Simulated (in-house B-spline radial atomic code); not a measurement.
Values are calculated unless marked as measured or tabulated.
**What the choice of pseudopotential does to G0W0 on PBE0: Mo**

All numbers come from an all-electron radial atomic-structure program (B-spline basis), non-relativistic (model numbers for so heavy an element), configuration [Kr] 4d5 5s1, open shells at high spin. Semilocal Troullier-Martins pseudo-atoms, one channel per l, are made with PBE or LDA for several valence sets and radii, with or without a model core, and set against the all-electron atom. One channel fits only the lowest state of its l, so a second state of that l is approximate. All electrons give 5s up: PBE0 -4.810 eV, G0W0 -7.192 eV, 4d up: PBE0 -6.154 eV, G0W0 -8.831 eV. Potentials are made in the ion's own configuration unless the neutral atom is named, and a smooth local potential serves every l without a channel. Potentials that miss their own reference levels by more than 6 millihartree, or need radii over 3.5 bohr, are left out. Columns give pseudo minus all-electron, in eV; a dash marks a level in the core or of low weight.

```tsv
valence	made with	radii (bohr)	model core (bohr)	5s up PBE0	5s up G0W0	4d up PBE0	4d up G0W0
4p 4d 5s	PBE	s 2.42 p 0.87 d 1.10	none	-0.30	-0.81	+0.14	+0.32
4p 4d 5s	PBE	s 2.72 p 0.98 d 1.23	none	-0.29	-0.78	+0.14	+0.32
4p 4d 5s	PBE	s 3.02 p 1.09 d 1.37	none	-0.29	-0.78	+0.14	+0.34
4p 4d 5s	PBE	s 3.40 p 1.25 d 1.57	none	-0.31	-0.84	+0.16	+0.38
4p 4d 5s	LDA	s 2.42 p 0.86 d 1.10	0.79	-0.35	-0.88	+0.17	+0.34
4p 4d 5s	PBE	s 2.72 p 0.98 d 1.23	0.79	-0.33	-0.83	+0.18	+0.36
4p 4d 5s	PBE	s 3.02 p 1.09 d 1.37	0.79	-0.34	-0.83	+0.18	+0.37
4p 4d 5s	LDA	s 3.40 p 1.39 d 1.78	0.79	-0.36	-0.90	+0.19	+0.43
4s 4p 4d 5s	PBE	s 0.92 p 0.98 d 1.23	none	-0.10	-0.11	0.00	-0.08
4s 4p 4d 5s	PBE	s 1.02 p 1.09 d 1.37	none	-0.06	-0.06	0.00	-0.07
4s 4p 4d 5s	LDA	s 1.16 p 1.23 d 1.57	none	-0.04	-0.03	-0.02	-0.08
4s 4p 4d 5s	LDA	s 1.31 p 1.39 d 1.78	none	-0.09	-0.10	-0.03	-0.07
4s 4p 4d 5s	PBE	s 0.92 p 0.98 d 1.23	0.74	-0.02	-0.02	-0.08	-0.16
4s 4p 4d 5s	LDA	s 1.01 p 1.07 d 1.37	0.74	0.00	+0.01	-0.07	-0.14
```

**Question.** How does the G0W0 shift of 5s up, which all sets hold, depend on the valence set?

**Answer.** Mean size: 4s 4p 4d 5s: 0.06 eV; 4p 4d 5s: 0.83 eV. The means mix radii and the functional used in making the potentials.
